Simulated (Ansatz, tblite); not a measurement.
Adding an electron: W₅⁺. The state is a doublet with charge 1. Geometry: PBE0-D4/def2-SVP. Ansatz, gas phase; energy differences of separate SCF runs; the reduced species is a triplet (the singlet lies 0.36 eV higher at PBE0-D4/def2-TZVP).

```xyz
5

W     0.1240   -0.0852   -1.8343
W    -0.5320   -1.4182    0.1390
W    -0.3060    0.4295    1.7633
W    -0.7489    1.4246   -0.2933
W     1.4629   -0.3506    0.2253
```

In the def2 sets W takes a core potential; there is no spin–orbit coupling. The xTB rows come from tblite. HOMO above LUMO, or a gap near zero within one spin, warns that the state may not be the lowest or that an electron is smeared out. The structure comes from a short search, and lower isomers may exist.

| level | −HOMO (eV) | −LUMO (eV) | vertical EA (eV) | HOMO–LUMO gap (eV) | remarks |
| --- | --- | --- | --- | --- | --- |
| GFN1-xTB | – | – | 11.39 | – | – |
| GFN2-xTB | – | – | 14.25 | – | – |
| PBE-D4/def2-TZVP | 7.48 | 7.15 | 5.29 | 0.33 | gap within one spin near zero (triplet) |
| r2SCAN-D4/def2-TZVP | 7.55 | 6.94 | 5.26 | 0.61 | spin-contaminated (⟨S²⟩ 2.20) (triplet) |
| PBE0-D4/def2-TZVP | 8.07 | 6.40 | 5.20 | 1.67 | spin-contaminated (⟨S²⟩ 2.24) (triplet) |

  HOMO and LUMO are the levels of the spin that leaves or enters (xTB has no such levels and no spin-polarisation term). Other spin states of the ions may lie lower, which would lower the ionisation energy or raise the affinity. Raw xTB energy differences between charge states are shifted by several eV; the methods need an empirical correction for them.
